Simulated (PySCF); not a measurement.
Isomers of C5H13AsGe, from PBE0-D3(BJ)/def2-SVP geometry optimisation, gas phase in PySCF 2.14.0. One conformer each, no zero-point energy, no frequencies.

Task: Which is lower in electronic energy at this level?
A. `[AsH2:1][GeH2:2][CH:3]1[CH2:4][CH2:5][CH2:6][CH2:7]1` with H–As1–Ge2–C3 46° and -47°, As1–Ge2–C3–C4 -62°, Ge2–C3–C4–C5 151°, C3–C4–C5–C6 -41°, C4–C5–C6–C7 40°, C5–C6–C7–C3 -25°: A = 1780, B = 691.3, C = 579.5 MHz, dipole 1.59 D
B. `[CH3:1][AsH:2][GeH2:3][CH:4]1[CH2:5][CH2:6][CH2:7]1` with C1–As2–Ge3–C4 164°, As2–Ge3–C4–C5 163°, Ge3–C4–C5–C6 -100°, C4–C5–C6–C7 -16°, C5–C6–C7–C4 16°, Ge3–C4–C7–C6 100°: A = 2980, B = 616.5, C = 545.5 MHz, dipole 0.63 D

Result: A. That is `[AsH2][GeH2][CH]1CCCC1`, 20.8 kcal/mol below the other.

| SMILES | mapped SMILES | E (Eh) | relative (kcal/mol) | relative (kJ/mol) | dipole (D) |
| --- | --- | --- | --- | --- | --- |
| [AsH2][GeH2][CH]1CCCC1 | [AsH2:1][GeH2:2][CH:3]1[CH2:4][CH2:5][CH2:6][CH2:7]1 | -4509.81288 | 0.0 | 0.0 | 1.59 |
| C[AsH][GeH2][CH]1CCC1 | [CH3:1][AsH:2][GeH2:3][CH:4]1[CH2:5][CH2:6][CH2:7]1 | -4509.77971 | 20.8 | 87.1 | 0.63 |

As drawn, the higher has a four-membered ring, which the lower lacks.
